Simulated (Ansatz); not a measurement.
Two members of one family (Series (HCdX)2), computed with Ansatz in the gas phase; def2 core potentials for Cd, no spin–orbit coupling. The two geometries come from different levels. Binding counts from free atoms in the multiplicity of their measured ground term, without zero-point energy. A dash marks a value that wasn't run or was left out as unsound. The structures are stationary points that may keep the symmetry of their start. Remarks come from the PBE and PBE0 runs and from stability tests at other levels; not every state was tested. HOMO above LUMO (over both spins in singlets and doublets, within one spin in higher multiplets; at PBE or PBE0), or a gap under 0.15 eV within one spin, warns that the state may not be the lowest or that an electron is smeared out.

First: (HCd-mu-Br)2 (singlet, charge 0, r2SCAN-D4/def2-SVP geometry).

Cartesian coordinates in Å:
```
Cd 0.5585 -1.2141 -1.3379
H 1.0617 -2.2697 -2.5303
Br -1.6710 0.1589 -0.8422
Cd -0.5589 1.2152 1.3372
H -1.0447 2.3026 2.5066
Br 1.6545 -0.1930 0.8666
```

| level | HOMO (eV) | LUMO (eV) | gap (eV) | vertical IE (eV) | vertical triplet (eV) | binding per atom (eV) |
| --- | --- | --- | --- | --- | --- | --- |
| PBE-D4/def2-SVP | -6.97 | -1.94 | 5.04 | – | – | 1.69 |
| revPBE-D4/def2-TZVP | -6.95 | -1.90 | 5.05 | – | – | 1.59 |
| r2SCAN-D4/def2-TZVP | -7.31 | -1.72 | 5.59 | 9.61 | 5.02 | 1.76 |
| PBE0-D4/def2-TZVP | -8.13 | -1.19 | 6.93 | 9.82 | 5.17 | 1.69 |
| ωB97M-V/def2-TZVP | -10.24 | 0.52 | 10.76 | – | – | 1.74 |

Remarks: gap within one spin near zero at PBE or PBE0 (+1 doublet), gap within one spin near zero at PBE or PBE0 (triplet).

Second: (HCd-mu-Cl)2 (singlet, charge 0, PBE-D4/def2-SVP geometry).

| atom | x (Å) | y (Å) | z (Å) |
| --- | --- | --- | --- |
| Cd1 | -0.7162 | 1.4602 | -0.8981 |
| H2 | -1.3681 | 2.7786 | -1.7067 |
| Cl3 | 0.3520 | 1.0160 | 1.3713 |
| Cd4 | 0.7171 | -1.4598 | 0.8970 |
| H5 | 1.3574 | -2.7803 | 1.7125 |
| Cl6 | -0.3422 | -1.0147 | -1.3760 |

**Question.** Estimate how these quantities change from the first to the second (second minus first).

**Answer.** 
| level | Δ HOMO (eV) | Δ LUMO (eV) | Δ gap (eV) | Δ vertical IE (eV) | Δ vertical triplet (eV) | Δ binding per atom (eV) |
| --- | --- | --- | --- | --- | --- | --- |
| PBE-D4/def2-SVP | -0.16 | -0.03 | 0.13 | – | – | 0.15 |
| revPBE-D4/def2-TZVP | -0.19 | -0.04 | 0.15 | – | – | 0.13 |
| r2SCAN-D4/def2-TZVP | -0.19 | -0.04 | 0.15 | 0.26 | 0.15 | 0.12 |
| PBE0-D4/def2-TZVP | -0.21 | -0.02 | 0.19 | 0.28 | 0.14 | 0.12 |
| ωB97M-V/def2-TZVP | -0.24 | 0.01 | 0.25 | – | – | 0.15 |
